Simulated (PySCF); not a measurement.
Computed shifts of a molecule C4H2BrF, PBE/pcSseg-1 (PySCF), GIAO, gas phase, atoms alike by connectivity averaged where their shifts nearly agree, in ppm (number of nuclei): ¹³C: 154.8 (1), 124.8 (1), 96.2 (1), 79.5 (1). ¹⁹F: -113.6 (1). ¹H: 6.63 (1), 3.75 (1). References: ¹³C against TMS (σ = 182.0 ppm); ¹⁹F against CFCl3 (σ = 133.6 ppm); ¹H against TMS (σ = 31.49 ppm), references at their B3LYP-D3(BJ)/def2-TZVP geometries, non-relativistic (without spin–orbit terms, shifts of atoms bonded to Cl or Br come out too high). The structure is a stationary point at B3LYP-D3(BJ)/def2-SVP. Other conformers were not sampled.

Q: Which molecule gave these data?
A. C#C/C(Br)=C\F
B. C#C/C=C(\F)Br
C. C#C/C(F)=C\Br

A: C, C#C/C(F)=C\Br
